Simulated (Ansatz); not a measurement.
Job for Ansatz (a program for electronic structure): R-PBE/def2-TZVPP on CH5NOPb (SMILES C[O][Pb][NH2]). Elements past Kr take the def2 small-core potentials; no spin–orbit coupling.

Ansatz 0.2 input:
```yaml
crystal:
  periodic: [false, false, false]
  atoms:
    - {symbol: C, position_ang: [-1.35240584, -0.38162319, 0.39241730]}
    - {symbol: O, position_ang: [-1.18566738, 0.99693082, 0.60339934]}
    - {symbol: Pb, position_ang: [0.68010918, 1.98481829, 0.62017138]}
    - {symbol: N, position_ang: [1.82816944, 0.22030600, 0.24302110]}
    - {symbol: H, position_ang: [-2.41954295, -0.62511073, 0.43699416]}
    - {symbol: H, position_ang: [-0.84311782, -0.98838696, 1.15446302]}
    - {symbol: H, position_ang: [-0.98069889, -0.70441842, -0.59035586]}
    - {symbol: H, position_ang: [2.83472007, 0.20101688, 0.16249887]}
    - {symbol: H, position_ang: [1.43843417, -0.70353269, 0.12151870]}
basis:
  gaussian:
    orbitals: def2-TZVPP
hamiltonian:
  xc: {name: PBE}
scf: {lower_state_search: off}
```

The head of its log:

```
WARN ansatz: RAYON_NUM_THREADS=1 ignored (pool sized by the plan → 1); use --threads N
Functional definition: PBE
these checks for a lower state are left out or cut short: stability, starts, cluster_reference, orbital_swaps, neighbouring_geometries, increment
integrals: 0.12 GiB planned
1163 factors; their error is unknown
mean field: 0.88 GiB planned
mean field evaluation 1: about -9879.4903 eV, gradient 1.0e2 eV
mean field evaluation 2: about -9649.2842 eV, gradient 2.6e2 eV
```

Q: Predict the final total energy.

A: -363.8892 hartree.
